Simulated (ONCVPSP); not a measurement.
## What one change does to a pseudopotential (erbium (Er), ONCV)

ONCVPSP 4.0.1 input, shortened (lines: element, Z, core and valence counts, functional; n l f; lmax; l rc ep ncon nbas qcut; lloc lpopt rc5 dvloc0; l nproj debl; icmod fcfact rcfact), LDA (Perdew-Wang 92), fully relativistic:

```
  Er 68.00   10    5  -001012      upf
    1    0    2.00
    2    0    2.00
    2    1    6.00
    3    0    2.00
    3    1    6.00
    3    2   10.00
    4    0    2.00
    4    1    6.00
    4    2   10.00
    4    3   11.00
    5    0    2.00
    5    1    6.00
    5    2    1.00
    6    0    1.50
    6    1    0.50
    2
    0    1.85    0.00    5    8    4.90
    1    2.00    0.00    4    7    6.70
    2    3.30    0.00    4    9    5.10
    4    5    1.40    0.00
    0    2    1.30
    1    3    2.80
    2    2    3.00
    0    0.00    0.00
```

Open shells are filled in proportion to 2j + 1.

Change: all radii scaled by about 1.32 (s 2.44, p 2.64, d 4.36 bohr); local potential polynomial inside 1.86 bohr (lpopt 5, dvloc0 0 Ha).

Cutoffs: the cutoffs (Ha) at which the residual kinetic energy of the hardest occupied pseudo-wave falls to 1 and 0.1 mHa per electron; they do not see the model core or the augmentation charge, which bear on the density cutoff. Errors are all-electron minus pseudo energies relative to the spin-unpolarised reference configuration.

Question: Predict the effect on cutoff, ghosts and configuration errors.

Answer: The potential gets softer (37 Ha and 48 Ha → 10.0 Ha and 12 Ha); of the 4 tests that both files solve, the error grows in 0 and shrinks in 2 by more than 15 % and 0.3 meV (median size 1.0 → 0.4 meV); neither file shows a bound ghost. A larger radius leaves more room for a smooth pseudo-wave, so fewer plane waves are needed.

```tsv
quantity	base	changed
cutoff, loose	37 Ha	10.0 Ha
cutoff, tight	48 Ha	12 Ha
loose cutoff by channel	s 37 Ha, p 13 Ha, d 7.8 Ha	s 8.2 Ha, p 10.0 Ha, d 5.9 Ha
bound ghosts	none	none
GHOST(+) flags under 300 eV	s at 138.0 eV	none
error for 5s2 5p6 5d1 6s2 6p0, meV [ΔE -1.60 eV]	0.0	-0.3
error for 5s2 5p6 5d1 6s1 6p0, meV [ΔE 5.66 eV]	+1.7	+0.6
error for 5s2 5p6 5d1 6s0 6p0, meV [ΔE 18.70 eV]	+12	-0.5
error for 5s2 5p6 5d1 6s1 6p1, meV [ΔE 1.65 eV]	+0.3	-0.1
```
